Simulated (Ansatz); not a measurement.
Energy difference R1 → P1 + P2, each structure at its B3LYP-D3(BJ)/def2-TZVP stationary point, reached from a drawn start (curvature not checked).
P1: CF3 (SMILES F[C](F)F), charge 0, multiplicity 2.
R1: CF4 (SMILES FC(F)(F)F), charge 0, multiplicity 1.
P2: F atom, charge 0, multiplicity 2.

P less R. No zero-point or thermal terms; singlets are restricted closed shells; open shells are unrestricted; no spin–orbit coupling.

Frozen-core correlation throughout.

The values were computed with Ansatz (a program for electronic structure). All values are computed, each at the level named.

```json
[
 {"level": "HF/cc-pVTZ", "reaction energy (kJ/mol)": "378.7"},
 {"level": "B3LYP/def2-TZVPP", "reaction energy (kJ/mol)": "525.6"},
 {"level": "CAM-B3LYP/def2-TZVPP", "reaction energy (kJ/mol)": "541.8"},
 {"level": "wB97X-V/def2-TZVPP", "reaction energy (kJ/mol)": "549.8"},
 {"level": "MP2/cc-pVDZ", "reaction energy (kJ/mol)": "547.8"},
 {"level": "SCS-MP2/cc-pVDZ", "reaction energy (kJ/mol)": "534.2"},
 {"level": "CCSD/cc-pVDZ", "reaction energy (kJ/mol)": "514.2"},
 {"level": "CCSD(T)/cc-pVDZ", "reaction energy (kJ/mol)": "521.4"},
 {"level": "CCSD(T)/cc-pVQZ", "reaction energy (kJ/mol)": "?"}
]
```

Task: Some entries are withheld; supply them.

Result: 
- CCSD(T)/cc-pVQZ, reaction energy (kJ/mol): 551.0
